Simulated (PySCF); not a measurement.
Precursor series Ti F-H. All species are isolated molecules in the gas phase.

All values below come from TPSSh-D3(BJ)/def2-TZVP // BP86-D3(BJ)/def2-SVP (PySCF). 

```
species                                HOMO–LUMO gap (eV)  HOMO (eV)
-------------------------------------  ------------------  ---------
0 of 4 F replaced by H ([Ti(F)4])                    7.65          ?
1 of 4 F replaced by H ([Ti(F)3(H)])                 5.31      -8.97
2 of 4 F replaced by H ([Ti(F)2(H)2])                4.79      -8.57
3 of 4 F replaced by H ([Ti(F)(H)3])                 4.76      -8.37
4 of 4 F replaced by H ([Ti(H)4])                    4.63          ?
```

**Question.** Some entries are withheld; supply them.

**Answer.** 
- 0 of 4 F replaced by H ([Ti(F)4]), HOMO (eV): -11.38
- 4 of 4 F replaced by H ([Ti(H)4]), HOMO (eV): -8.23
